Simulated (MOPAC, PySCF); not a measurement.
H₄GeO₂, SMILES `[OH][GeH2][OH]` (H–O–Ge–O torsion 78°, O–Ge–O–H torsion -84°), neutral singlet in the gas phase. 

Z-matrix (Å, degrees):
```
Ge
O 1 1.7995
H 2 0.9714 1 111.70
O 1 1.8002 2 111.49 3 78.33
H 4 0.9714 1 111.58 2 -83.59
H 1 1.5348 2 104.77 3 -168.33
H 1 1.5546 6 116.85 2 -121.18
```
Charge 0, spin multiplicity 1.

All levels are single points at this geometry (PBE-D3(BJ)/def2-TZVP); Pople sets use spherical d functions. Orbital energies aren't observables, and empty levels follow the basis.

B3LYP/LANL2DZ in PySCF gives dipole (D) = 3.64.

**Question.** Estimate the dipole (D) from each of these levels: PBE-D3(BJ)/def2-TZVP in PySCF; B3LYP/3-21G in PySCF; B3LYP/6-31G* in PySCF; M06-2X/6-31G* in PySCF; PBE/6-31G* in PySCF; SVWN5/6-31G* in PySCF; HF/3-21G in PySCF; HF/6-31G* in PySCF; HF/STO-3G in PySCF; AM1 in MOPAC; PM3 in MOPAC; PM6 in MOPAC.

**Answer.** 
| level | dipole (D) |
|---|---|
| PBE-D3(BJ)/def2-TZVP in PySCF | 2.56 |
| B3LYP/3-21G in PySCF | 3.25 |
| B3LYP/6-31G* in PySCF | 2.91 |
| M06-2X/6-31G* in PySCF | 3.03 |
| PBE/6-31G* in PySCF | 2.80 |
| SVWN5/6-31G* in PySCF | 2.92 |
| HF/3-21G in PySCF | 3.65 |
| HF/6-31G* in PySCF | 3.24 |
| HF/STO-3G in PySCF | 2.42 |
| AM1 in MOPAC | 2.92 |
| PM3 in MOPAC | 2.55 |
| PM6 in MOPAC | 3.62 |
